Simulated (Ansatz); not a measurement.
```yaml
crystal:
  periodic: [false, false, false]
  atoms:
    - {symbol: F, position_ang: [-0.138429, -2.043199, -1.225916]}
    - {symbol: B, position_ang: [-0.024800, -0.862105, -0.554574]}
    - {symbol: N, position_ang: [-0.747090, -0.352337, 0.708242]}
    - {symbol: C, position_ang: [-0.045601, 0.788370, 0.610326]}
    - {symbol: S, position_ang: [1.101723, 0.705250, -0.894417]}
    - {symbol: H, position_ang: [-0.101705, 1.696716, 1.307828]}
basis:
  gaussian: {orbitals: def2-mTZVPP}
total_charge: 1
magnetization: {spin_polarized: true, initial_magnetization: 1}
hamiltonian: {xc: {name: r2SCAN}, dispersion: rvv10}
accuracy: high
smearing: {width: 0.1}
output: {forces: true}
```

```sh
$ ansatz run in.yaml --threads 2 --pin off --events-out ev --progress --plain --max-ram 4352MiB
```

It prints (some lines left out):

```
Error: YAML parse error: error: line 16 column 1: unknown field `smearing`, expected one of crystal, accuracy, basis, kpoints, hamiltonian, magnetization, projection, total_charge, correlation, batch, efield, external_charges, scf, relax, neb, saddle, md, ramp, phonons, dielectric, real_time, elastic, magnetic_configurations, gw, evaluate, workflow, output, checkpoint, execution
14 | hamiltonian: {xc: {name: r2SCAN}, dispersion: rvv10}
15 | accuracy: high
16 | smearing: {width: 0.1}
17 | output: {forces: true}
```

In this input the input holds a key that doesn't belong there. The input was rejected before any iteration.
